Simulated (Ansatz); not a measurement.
Ideal-gas functions of Cl$_{3}$GaH$_{3}$P, SMILES `[PH3+][Ga-]([Cl])([Cl])[Cl]` at 400 K and 1 bar, from an Ansatz frequency run at PBE0-D4/def2-TZVP.

Molar mass 210.08 g/mol, point group C3v (symmetry number 3), electronic degeneracy 1, moments of inertia 467.652, 467.717, 482.399 u Å². Harmonic wavenumbers (cm⁻¹, unscaled): 60, 60, 102, 119, 119, 139, 228, 363, 400, 400, 433, 433, 971, 1107, 1107, 2485, 2511, 2512.

Use S(trans) = R[1.5 ln M + 2.5 ln T − 1.1517]; rotational temperatures θ = 24.2544 K / I; S(rot) = R[ln(√π/σ · √(T³/θAθBθC)) + 1.5]; for each mode x = 1.438777 ν̃/T, S = R[x/(eˣ − 1) − ln(1 − e⁻ˣ)] and H = RT x/(eˣ − 1); 1 cm⁻¹ = 0.0119627 kJ/mol; R = 8.31446 J/(mol·K).

By hand: the entropy, in J/(mol·K).

Translation 181.7. Rotation: θ = 0.0519, 0.0519, 0.0503 K, giving 119.8. Vibration, mode by mode: 21.08, 21.08, 16.70, 15.43, 15.43, 14.16, 10.19, 6.66, 5.97, 5.97, 5.42, 5.42, 1.17, 0.79, 0.79, 0.01, 0.01, 0.01, in all 146.3. Electronic 0.0. Sum 447.8 J/(mol·K).

By hand: H − E and G − E in kJ/mol, counted from the electronic energy.

Zero-point energy ½ × 13549 × 0.0119627 = 81.0; thermal vibration 27.0; translation, rotation and pV give 4 RT = 13.3. H − E = 121.3 kJ/mol, and G − E = 121.3 − 400 × 447.8/1000 = -57.8 kJ/mol.

Vibration gives 33 % of the entropy, 103.9 J/(mol·K) of it from the modes under 150 cm⁻¹: soft modes count most, and the harmonic formula is weakest for them. The sum counts one conformer and one mirror image; others add a mixing term.
